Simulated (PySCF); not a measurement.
A species of formula C6H11N has this rotational fingerprint, computed with CAM-B3LYP/def2-SVPD in PySCF (dipole) on a GFN2-xTB geometry, gas phase:

```
Rotational constants : A = 6668, B = 1457, C = 1308 MHz
Dipole components    : |μa| = 2.32 D, |μb| = 1.16 D, |μc| = 0.45 D
Inertial defect      : -36.32 u·Å²
κ                    : -0.94
```

Question: Which candidate fits, each taken in the one conformer that was computed?
A. `[CH:1]1=[CH:2][CH2:3][CH2:4][NH:5][CH2:6][CH2:7]1` with C1–C2–C3–C4 -58°, C2–C3–C4–N5 75°, C3–C4–N5–C6 -67°, C4–N5–C6–C7 67°
B. `[H]/[N:1]=[CH:2]\[CH2:3][CH:4]1[CH2:5][CH2:6][CH2:7]1` with N1–C2–C3–C4 121°, C2–C3–C4–C5 -72°, C3–C4–C5–C6 -130°, C4–C5–C6–C7 11°, C5–C6–C7–C4 -11°, C3–C4–C7–C6 130°
C. `[H]/[N:4]=[C:3](/[CH:2]=[CH2:1])[CH2:5][CH2:6][CH3:7]` with C1–C2–C3–N4 171°, C2–C3–C5–C6 -72°, C3–C5–C6–C7 -65°
D. `[NH:1]=[C:2]1[CH2:3][CH2:4][CH2:5][CH2:6][CH2:7]1` with N1–C2–C3–C4 -126°, C2–C3–C4–C5 -55°, C3–C4–C5–C6 59°, C4–C5–C6–C7 -59°
E. `[CH2:1]1[CH2:2][CH:3]([N:4]2[CH2:5][CH2:6]2)[CH2:7]1` with C2–C3–N4–C5 94°, C7–C1–C2–C3 -11°, C1–C2–C3–N4 127°, C3–N4–C5–C6 109°, C2–C3–C7–C1 -11°
F. `[CH2:1]=[CH:2][CH2:3]/[N:4]=[CH:5]/[CH2:6][CH3:7]` with C1–C2–C3–N4 -130°, C2–C3–N4–C5 121°, N4–C5–C6–C7 124°

Answer: B. It is [H]/N=C\CC1CCC1, a near-prolate asymmetric top, point group C1. The candidates at the same level (rigid rotor, commonest isotopes):

| SMILES | A (MHz) | B (MHz) | C (MHz) | μa (D) | μb (D) | μc (D) | Δ (u·Å²) | point group | rotor |
| --- | --- | --- | --- | --- | --- | --- | --- | --- | --- |
| C1=CCCNCC1 | 3401 | 3242 | 1862 | 0.71 | 0.00 | 0.63 | -33.01 | Cs | asymmetric top |
| [H]/N=C\CC1CCC1 | 6668 | 1457 | 1308 | 2.32 | 1.16 | 0.45 | -36.32 | C1 | near-prolate asymmetric top |
| C1CC(N2CC2)C1 | 6867 | 1781 | 1536 | 0.29 | 0.00 | 1.06 | -28.43 | Cs | near-prolate asymmetric top |
| C=CC/N=C/CC | 6379 | 1082 | 992.0 | 0.70 | 0.28 | 1.24 | -36.95 | C1 | near-prolate asymmetric top |
| [H]/N=C(/C=C)CCC | 3493 | 2020 | 1561 | 1.15 | 1.90 | 1.04 | -71.08 | C1 | asymmetric top |
| N=C1CCCCC1 | 4205 | 2548 | 1794 | 2.07 | 1.38 | 0.62 | -36.80 | – | asymmetric top |

`C=CC/N=C/CC` has B 26 % too low; `N=C1CCCCC1` has B 75 % too high; `C1CC(N2CC2)C1` has B 22 % too high; `C1=CCCNCC1` has B 122 % too high; `[H]/N=C(/C=C)CCC` has A 48 % too low. No structure here is proved a minimum.
